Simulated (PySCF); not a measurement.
Structure problem from calculated spectra and properties.

Formula: C9H7F3.

- 13C NMR: chemical shifts (computed TMS as zero) by class: 154.5 (1 C), 149.5 (1 C), 147.3 (1 C), 139.8 (1 C), 135.6 (1 C), 135.4 (1 C), 134.8 (1 C), 125.6 (1 C), 115.4 (1 C) ppm [GIAO HF/pcSseg-2]
- Triplet: lowest triplet excitation (Tamm–Dancoff): 1.88 eV [TDA CAM-B3LYP/def2-SVPD]
- UV, first state: lowest singlet excitation: 2.86 eV (433 nm, f = 0.012) [TDDFT CAM-B3LYP/def2-SVPD]
- Polarisability: 115.6 au [CAM-B3LYP/def2-SVPD]
- Rotational structure: rotational constants A, B, C: 1.568, 0.674, 0.514 GHz [PBE0-D3(BJ)/def2-SVP]
- 1H NMR: chemical shifts (computed TMS as zero) by class: 6.93 (1 H), 6.25 (1 H), 5.75 (1 H), 5.70 (1 H), 5.51 (1 H), 5.00 (1 H), 4.95 (1 H) ppm [GIAO HF/pcSseg-2]
- Couplings: largest of the computed one-bond spin–spin couplings (means over like bonds): 19F–13C -337.2 (×3), 13C–1H +171.1, 13C–1H +170.7, 13C–1H +168.6, 13C–1H +166.4, 13C–1H +164.2, 13C–1H +162.7, 13C–1H +162.5 Hz [B3LYP/pcJ-1, spin–dipole term left out for some pairs]
- Dipole: 2.73 D [CAM-B3LYP/def2-SVPD]
- NMR, other nuclei: isotropic shieldings of nuclei other than C and H, by class: 299 (3 F) ppm [GIAO HF/pcSseg-2]

Gas-phase values; electronic properties from PySCF, density fitting. Levels stand in brackets. NMR shifts are as computed; neighbouring signals can stand in another order in a measured spectrum. Isolated species at its PBE0-D3(BJ)/def2-SVP geometry, gas phase. Each NMR value is the plain mean over a class of atoms that symmetry, rotation or inversion makes alike.

**Question.** Propose a structure and show how it fits.

**Answer.** Numbering: `[CH2:1]=[C:2]1[CH:3]=[CH:4][CH:5]=[CH:6][C:7]([C:8]([F:9])([F:10])[F:11])=[CH:12]1`. Its formula, C9H7F3, gives 5 degrees of unsaturation: 1 ring and 4 π bonds in the structure found (Kekulé form). 9 carbons fall into 9 classes; from least to most shielded: fully substituted alkene carbon [C2] (154.5 ppm), alkene CH carbon [C12] (149.5 ppm), alkene CH carbon [C3] (147.3 ppm), alkene CH carbon [C5] (139.8 ppm), alkene CH carbon [C6] (135.6 ppm), fully substituted alkene carbon [C7] (135.4 ppm), alkene CH carbon [C4] (134.8 ppm), terminal =CH2 carbon [C1] (125.6 ppm), CF3 carbon [C8] (115.4 ppm). Hydrogen classes from least to most shielded: 1 H on an alkene CH carbon, C12 (6.93 ppm), 1 H on an alkene CH carbon, C3 (6.25 ppm), 1 H on an alkene CH carbon, C5 (5.75 ppm), 1 H on an alkene CH carbon, C6 (5.70 ppm), 1 H on an alkene CH carbon, C4 (5.51 ppm), 1 H on a terminal =CH2 carbon, C1 (5.00 ppm), 1 H on a terminal =CH2 carbon, C1 (4.95 ppm). The other shieldings belong to: 299 ppm, fluorine of a CF3 group [F9/F10/F11]. The couplings run between: -337.2 Hz, fluorine of a CF3 group [F9] and CF3 carbon [C8] (with 2 like pairs); +171.1 Hz, terminal =CH2 carbon [C1] and its hydrogen; +170.7 Hz, terminal =CH2 carbon [C1] and its hydrogen; +168.6 Hz, alkene CH carbon [C6] and its hydrogen; +166.4 Hz, alkene CH carbon [C5] and its hydrogen; +164.2 Hz, alkene CH carbon [C4] and its hydrogen; +162.7 Hz, alkene CH carbon [C3] and its hydrogen; +162.5 Hz, alkene CH carbon [C12] and its hydrogen. S1 is mainly HOMO→LUMO (weight 0.99); the largest Löwdin shares of the orbital it empties are 0.22 on the terminal =CH2 carbon, 0.12 on an alkene CH carbon and 0.11 on each of 2 atoms of one kind (alkene CH carbon), of the orbital it fills 0.18 on an alkene CH carbon, 0.16 on an alkene CH carbon, 0.15 on an alkene CH carbon and 0.14 on an alkene CH carbon. By its constants the optimised geometry is an asymmetric top. Structure: `C=C1C=CC=CC(C(F)(F)F)=C1`. The assignments are read from this structure; whether some other isomer fits the data as well wasn't checked.

Conformer computed: `[CH2:1]=[C:2]1[CH:3]=[CH:4][CH:5]=[CH:6][C:7]([C:8]([F:9])([F:10])[F:11])=[CH:12]1`: C6–C7–C8–F9 58°.

One-bond C–F couplings are unscaled; at this level they come out some 30 % too large in size.
